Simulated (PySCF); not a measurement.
(S)-bromo-chloro-fluoromethane (CHBrClF), SMILES F[C@@H](Cl)Br.

Coordinates come from a PBE0-D3(BJ)/def2-SVP optimisation.

Method: ωB97X/def2-TZVPD (PySCF).

The molecule is in vacuum.

Computed frontier levels, gap, dipole moment and polarisability:
| Property | Result |
|---|---|
| highest occupied level | -11.03 eV |
| lowest empty level | 0.96 eV |
| orbital gap | 11.98 eV |
| dipole moment | 0.251 e·Å |
| quadrupole, principal values (traceless, Buckingham form, about the centre of nuclear charge) | -3.16, -0.38, 3.55 D·Å |
| mean static polarisability | 51.2 bohr³ (7.59 Å³) |
| polarisability, principal values | 42.4, 47.3, 64.0 bohr³ |
